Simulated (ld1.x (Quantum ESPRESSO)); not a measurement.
rhodium (Rh), PAW: configuration errors across variants

```
Element                 : rhodium (Rh)
Generator               : ld1.x (Quantum ESPRESSO) 7.5
Type                    : PAW
Functional              : PBE
Relativity              : scalar-relativistic
Frozen core             : [Ar] 3d10 4s2
Valence charge          : 15
Reference configuration : 4p6 4d8 5s1 5p0
Partial waves           : 5s (bound): rcut 2.75, rcutus 3.10 bohr; 5s channel at 1.8 Ry: rcut 2.75, rcutus 3.10 bohr; 4p (bound): rcut 1.70, rcutus 2.25 bohr; 5p (bound, empty): rcut 1.70, rcutus 2.25 bohr; 4d (bound): rcut 1.20, rcutus 1.35 bohr; 4d channel at 1.8 Ry: rcut 1.20, rcutus 1.35 bohr
Local potential         : all-electron potential smoothed inside 2.30 bohr (lloc = -1)
Core correction         : Bessel-smoothed model core inside 1.15 bohr
Augmentation charge     : BG, radius 1.35 bohr
```

All-electron excitation energies from the reference (eV): (1) 4p6 4d8 5s0 5p0 7.460; (2) 4p6 4d7 5s0 5p0 26.971; (3) 4p6 4d6 5s0 5p0 59.476; (4) 4p6 4d8.5 5s0.5 5p0 -0.631; (5) 4p6 4d7 5s1 5p1 6.619; (6) 4p6 4d8 5s0 5p1 3.603; (7) 4p5 4d8 5s1 5p0 56.634.

The overlap operator is not positive definite (basis up to 400 Ry) in “type ultrasoft; local potential all-electron potential smoothed inside 1.45 bohr (lloc = -1); augmentation PSQ, inside the norm-conserving radii”. Such files are unfit for use, however small their errors in these radial tests.

Tests that are not counted but printed errors over 1 eV. “waves 4p (bound): rcut 1.70, rcutus 2.46 bohr; 5p (bound): rcut 1.70, rcutus 2.46 bohr”: 4p6 4d7 5s1 5p1 (solver errors, printed error -2.4 eV); 4p6 4d8 5s0 5p1 (solver errors, printed error -2.1 eV). “wave 5s channel at 1.8 Ry: rcut 2.75, rcutus 3.10 bohr becomes 5s channel at -0.04 Ry: rcut 2.75, rcutus 3.10 bohr”: 4p6 4d7 5s1 5p1 (pseudo-atom not self-consistent, printed error +3.7 eV); 4p5 4d8 5s1 5p0 (solver errors, printed error -3.8 eV).

4 further variants failed, have other tests or another functional or relativity, and are left out.

A true bound ghost makes a file unfit for plane-wave use even where its test errors are small: the radial tests pick states by their node count and pass the ghost by. Where a test does run into it, the solver fails or the error is huge.

Errors AE − PS in meV (a dash: test not solved or not reliable):

```tsv
change	(1)	(2)	(3)	(4)	(5)	(6)	(7)	bound ghosts
base	+25	+20	-29	+7.4	-2.8	+25	+1327	none
augmentation BESSEL, radius 1.05 bohr	+14	+5.3	-47	+3.6	-2.5	+13	+189	none
type ultrasoft; local potential all-electron potential smoothed inside 1.45 bohr (lloc = -1); augmentation PSQ, inside the norm-conserving radii	-14	-2.4	+1.1	-6.7	-11	-11	-199	not determined (overlap not positive)
waves 4p (bound): rcut 1.70, rcutus 2.46 bohr; 5p (bound): rcut 1.70, rcutus 2.46 bohr	+28	+22	-39	+8.4	–	–	+2844	none
wave 5s channel at 1.8 Ry: rcut 2.75, rcutus 3.10 bohr becomes 5s channel at -0.04 Ry: rcut 2.75, rcutus 3.10 bohr	+25	+20	-29	+9.6	–	+25	–	none
core correction Bessel-smoothed model core inside 0.70 bohr	+26	+21	-29	+7.6	-2.8	+26	+1578	none
waves 4d (bound): rcut 1.20, rcutus 1.54 bohr; 4d channel at 1.8 Ry: rcut 1.20, rcutus 1.54 bohr	+33	+26	-28	+9.5	-1.7	+32	+1111	none
```

Task: Give the same row for: local potential all-electron potential smoothed inside 1.95 bohr (lloc = -1).

Result: +42, +54, +47, -20, –, +46, -263; bound ghosts: s. Not counted: 4p6 4d7 5s1 5p1 (solver errors, printed error -1.5 eV).
